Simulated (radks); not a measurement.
Problem. These are the eigenvalues of the occupied orbitals of an atom or ion with whole-number occupations (eV). Method: Dirac Kohn-Sham, PBE, spin-unpolarised, spherical densities, finite nucleus; Fermi nuclear charge, rms radius of each element as measured or else 0.836 A^(1/3) + 0.57 fm; computed with a radial shooting solver on a logarithmic mesh with Libxc functionals.

1s1/2: -62203.00
2s1/2: -11413.46
2p1/2: -10935.86
2p3/2: -9889.230
3s1/2: -3377.640
3p1/2: -3168.614
3p3/2: -2943.210
3d3/2: -2589.866
3d5/2: -2540.521
4s1/2: -1400.003
4p1/2: -1312.445
4p3/2: -1248.271
4d3/2: -1104.292
4d5/2: -1090.863

Which element is it, and in what charge state? The configuration may be excited. Open shells, if any, fill j = l - 1/2 first.

Solution. Z = 70, ytterbium, charge +29: Yb29+ in [Kr] 4d5. The list shows which subshells hold electrons but not how many an open one holds; the 1s level, -2285.9 hartree, gives Z - s = 67.6 by -(Z - s)^2/2, which with screening and relativity narrows Z to a few neighbours, and the depths of the outer levels then fix element, charge and occupations together.
